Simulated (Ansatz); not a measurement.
`[F][Ti]([SH])([Cl])[Cl]` and `[OH][Ti]([F])([SH])[Cl]` differ in one atom or group.

Ansatz, PBE0-D4/def2-TZVP geometries, multiplicity 1. Each molecule was computed in one conformer, which needn't be the lowest.

Scalar relativity is left out up to krypton.

```json
{"property": "HOMO–LUMO gap (B3LYP/def2-TZVPP) / eV", "`[F][Ti]([SH])([Cl])[Cl]`": "4.40"}
{"property": "HOMO–LUMO gap (PBE0/def2-TZVPP) / eV", "`[F][Ti]([SH])([Cl])[Cl]`": "4.88"}
{"property": "HOMO energy (PBE/def2-TZVPP) / eV", "`[F][Ti]([SH])([Cl])[Cl]`": "-7.14"}
{"property": "HOMO energy (PBE0/def2-TZVPP) / eV", "`[F][Ti]([SH])([Cl])[Cl]`": "-8.36"}
{"property": "HOMO–LUMO gap (ωB97M-V/def2-TZVPP) / eV", "`[F][Ti]([SH])([Cl])[Cl]`": "9.15"}
{"property": "LUMO energy (PBE0/def2-TZVPP) / eV", "`[F][Ti]([SH])([Cl])[Cl]`": "-3.48"}
```

Question: Give the same properties after the change, and the shifts. (Estimate.)

Answer: Ansatz gave: 
| property | `[OH][Ti]([F])([SH])[Cl]` | shift |
| --- | --- | --- |
| HOMO–LUMO gap (B3LYP/def2-TZVPP) / eV | 4.74 | 0.34 |
| HOMO–LUMO gap (PBE0/def2-TZVPP) / eV | 5.23 | 0.35 |
| HOMO energy (PBE/def2-TZVPP) / eV | -6.75 | 0.39 |
| HOMO energy (PBE0/def2-TZVPP) / eV | -7.97 | 0.39 |
| HOMO–LUMO gap (ωB97M-V/def2-TZVPP) / eV | 9.53 | 0.38 |
| LUMO energy (PBE0/def2-TZVPP) / eV | -2.74 | 0.74 |

With PBE0 the HOMO rises by 0.39 eV and the LUMO rises by 0.74 eV, so the gap widens by about 0.35 eV. PBE moves the HOMO by 0.39 eV and ωB97M-V by 0.37 eV.

B3LYP here is the variant with VWN-RPA as its local correlation; programs differ in this.
